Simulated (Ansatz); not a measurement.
Basis sets compared for the cluster B₆Pt⁺. The state is a doublet with charge 1. Geometry r2SCAN-D4/def2-SVP. Ansatz on 4 threads of Intel Xeon 6975P-C on a shared host; times are rough, and most runs start from earlier orbitals.

```xyz
7

Pt    0.3288    1.9147    0.5301
B     0.7031   -1.1700    0.5375
B     1.2358    0.1556   -0.2399
B    -0.6096   -1.9266    0.9436
B    -0.8931    0.6327   -0.6418
B     0.4962    1.1234   -1.2960
B    -1.2611   -0.7298    0.1666
```

In the def2 sets Pt takes a core potential; there is no spin–orbit coupling. At PBE-D4/def2-SVP, PBE-D4/def2-TZVP, PBE0-D4/def2-SVP, PBE0-D4/def2-TZVP the charge 1 doublet is spin-contaminated (final ⟨S²⟩ up to 0.99, 0.75 for a pure state). No other spin state of charge 1 was run. Another isomer (doublet) lies 1.86 eV lower at PBE0-D4/def2-TZVP; other spin states weren't run for this one.

```
           level  functions  energy (Eh)  HOMO (eV)  LUMO (eV)  wall time
 PBE-D4/def2-SVP        116    -267.6343     -11.08     -10.17      1.9 s
PBE0-D4/def2-SVP        116    -267.5822     -11.92      -9.28      1.8 s
```

Q: Estimate the rows for PBE-D4/def2-TZVP (with forces), PBE0-D4/def2-TZVP.

A: 
| level | functions | energy (Eh) | HOMO (eV) | LUMO (eV) | wall time |
| --- | --- | --- | --- | --- | --- |
| PBE-D4/def2-TZVP (with forces) | 226 | -267.7962 | -11.03 | -10.10 | 3.6 s |
| PBE0-D4/def2-TZVP | 226 | -267.7447 | -11.85 | -9.23 | 4.8 s |
